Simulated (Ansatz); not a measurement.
`[SiH3][Al]1[CH2][O]1` + HCl → `[Cl][Al]1[CH2][O]1` + SiH₄ at 400 K and 1 bar (cleavage of the Al–Si bond).

Gas-phase electronic energies from Ansatz, PBE0-D4/def2-TZVP geometries. CCSD(T)/CBS adds triple-zeta CCSD(T) − MP2 to the extrapolated MP2 energy (def2 sets, frozen cores). This one scheme is used for every species.

| species | CCSD(T)/CBS energy (Eh) | H − E (kJ/mol) | S (J/(mol·K)) |
| --- | --- | --- | --- |
| `[SiH3][Al]1[CH2][O]1` | -647.28869 | 173.3 | 375.7 |
| HCl | -460.38127 | 29.6 | 195.4 |
| `[Cl][Al]1[CH2][O]1` | -816.25844 | 105.1 | 323.4 |
| SiH₄ | -291.46306 | 96.9 | 218.6 |

H − E and S are ideal-gas, rigid-rotor, harmonic terms from PBE0-D4/def2-TZVP. 1 Eh = 2625.50 kJ/mol, R = 8.31446 J/(mol·K).

Q: By hand: ΔE, ΔH, ΔS and ΔG.

A: ΔE = (-816.25844) + (-291.46306) − (-647.28869) − (-460.38127) = -0.05154 Eh = -135.3 kJ/mol. Δ(H − E) = 105.1 + 96.9 − 173.3 − 29.6 = -0.9, so ΔH = -136.2 kJ/mol. ΔS = 323.4 + 218.6 − 375.7 − 195.4 = -29.1 J/(mol·K). ΔG = -136.2 − 400 × (-29.1)/1000 = -124.6 kJ/mol.

Q: By hand: the equilibrium constant, and the temperature at which ΔG would vanish if ΔH and ΔS stayed fixed.

A: log₁₀ K = −ΔG/(RT ln 10) = 16.3. ΔG = 0 at ΔH/ΔS = 4680 K, far beyond where these terms or the molecules hold.

ΔH outweighs TΔS. A doubt of 5 kJ/mol in ΔE shifts log₁₀ K by 0.7 here. Modes under 60 cm⁻¹, often nearly free rotors, make the harmonic entropy too high. These are equilibria of isolated gas molecules and say nothing of rates. Largest T1 diagnostic: 0.017 (customary marks: 0.02 for closed shells, 0.045 for open ones).
